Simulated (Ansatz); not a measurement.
The first iterations of a band of C₂H₈BFN₂O (15 atoms, charge 0, multiplicity 1).

Method: RKS PBE-D4/def2-SVP in Ansatz.

```json
{
 "movable images": "5",
 "climbing image": "yes",
 "spring": "5.0 eV/Å²",
 "optimiser": "quadratic models (default)",
 "start path": "IDPP",
 "force threshold": "0.05 eV/Å",
 "iteration limit": "60",
 "end points": "relaxed"
}
```

Initial state:

```xyz
15
Properties=species:S:1:pos:R:3
C -0.204 -2.354 -0.986
O -0.812 -1.104 -0.768
B -0.160 -0.108 -0.060
N 1.091 -0.287 0.596
N -0.837 1.171 0.008
C -0.355 2.249 0.770
F 0.847 2.808 0.256
H -0.802 -2.917 -1.732
H -0.163 -2.969 -0.056
H 0.835 -2.259 -1.379
H 1.668 0.515 0.843
H 1.579 -1.178 0.650
H -1.509 1.391 -0.728
H -1.098 3.074 0.815
H -0.102 1.914 1.800
```

Final state:

```xyz
15
Properties=species:S:1:pos:R:3
C 0.102 -1.954 -1.649
O -0.657 -0.900 -1.106
B -0.118 -0.053 -0.153
N 1.242 -0.092 0.268
N -1.022 0.929 0.409
C -0.603 1.926 1.307
F -0.229 1.414 2.581
H -0.569 -2.611 -2.239
H 0.587 -2.578 -0.861
H 0.901 -1.587 -2.335
H 1.942 -0.707 -0.138
H 1.524 0.325 1.155
H -2.022 0.727 0.381
H 0.307 2.437 0.922
H -1.406 2.672 1.486
```

| iteration | highest image above the first end (eV) | largest band force component (eV/Å) |
| --- | --- | --- |
| 1 | 1.410 | 2.379 |
| 2 | 1.019 | 0.955 |
| 3 | 0.851 | 0.498 |
| 4 | 0.802 | 0.472 |
| 5 | 0.784 | 0.233 |
| 6 | 0.784 | 0.104 |
| 7 | 0.783 | 0.061 |
| 8 | 0.783 | 0.057 |
| 9 | 0.783 | 0.054 |
| 10 | 0.780 | 0.096 |
| 11 | 0.774 | 0.095 |

Problem. Does the band converge within its limit, and where does its top end?

Solution. It converged. It ended after 34 iterations with the highest image 0.417 eV above the first end. The profile has 2 maxima (images 1, 3) with wells between them (image 2): this band takes more than one step, which may be the mechanism or a detour left from its start path. The dihedral H13–N5–C6–H15 jumps by 95° between images 0 and 1, so the path isn't resolved there. A vibrational analysis at the climbing image gives one clearly imaginary mode, 326i cm⁻¹: a first-order saddle point.

The run took 4.7 min on 2 threads of Intel(R) Xeon(R) Platinum 8559C (Emerald Rapids) (shared host), peak memory 0.21 GiB.
